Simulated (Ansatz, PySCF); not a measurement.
Molecule: sum formula SiBr3Cl, charge 0, multiplicity 1. 
Geometry from a B3LYP-D3(BJ)/def2-TZVP (Ansatz, an electronic-structure program) optimisation:
```xyz
5

Si    -0.0103    -0.0216     0.3056
Cl    -0.0789    -0.1652     2.3377
Br    -0.8817     1.9078    -0.3167
Br     2.0899    -0.1390    -0.3611
Br    -1.1657    -1.6799    -0.5799
```
Charge 0, spin multiplicity 1.

Total electronic energies in hartree. Valence correlation only, unless marked. No spin-orbit coupling. The frozen core is the preceding noble-gas configuration, with the filled d and f shells of earlier blocks. No relativistic terms. CBS(X,Y): correlation extrapolated as X^-3; Hartree-Fock from the larger set. [CCSD(T)-MP2]/basis is that difference in the basis named.

```json
[
 {"level": "HF/STO-3G", "program": "Ansatz", "energy (Eh)": "-8374.38289"},
 {"level": "HF-D3(BJ)/def2-TZVPD", "program": "PySCF + dftd3", "energy (Eh)": "-8465.97516"},
 {"level": "PBE/def2-TZVPD", "program": "Ansatz", "energy (Eh)": "-8470.89326"},
 {"level": "PBE0/6-31G*", "program": "Ansatz", "energy (Eh)": "-8470.25322"},
 {"level": "PBE0-D4/def2-TZVPD", "program": "Ansatz + dftd4", "energy (Eh)": "-8471.23494"},
 {"level": "BHLYP/def2-TZVPD", "program": "Ansatz", "energy (Eh)": "-8472.35855"},
 {"level": "r2SCANh-D4/def2-TZVPD", "program": "Ansatz + dftd4", "energy (Eh)": "-8472.28958"},
 {"level": "M06-2X/def2-TZVPD", "program": "PySCF", "energy (Eh)": "-8472.46922"},
 {"level": "HSE06-D3(BJ)/def2-TZVPD", "program": "Ansatz + dftd3", "energy (Eh)": "-8471.23392"},
 {"level": "LC-wPBE-D4/def2-TZVPD", "program": "Ansatz + dftd4", "energy (Eh)": "-8471.11216"},
 {"level": "B2PLYP/def2-TZVPD", "program": "Ansatz", "energy (Eh)": "-8470.88378"},
 {"level": "PBE-QIDH/def2-TZVPD", "program": "Ansatz", "energy (Eh)": "-8470.01008"},
 {"level": "RI-MP2/def2-QZVPP", "program": "Ansatz", "energy (Eh)": "-8466.94135"},
 {"level": "RI-MP2/CBS(def2-TZVPP,def2-QZVPP)+[CCSD(T)-MP2]/def2-TZVPP", "program": "Ansatz", "energy (Eh)": "-8467.0928"},
 {"level": "RI-MP2/CBS(def2-TZVPPD,def2-QZVPPD)+[CCSD(T)-MP2]/def2-TZVPPD", "program": "Ansatz", "energy (Eh)": "-8467.0925"}
]
```

Totals of different functionals don't rank their quality; only differences between species are comparable.
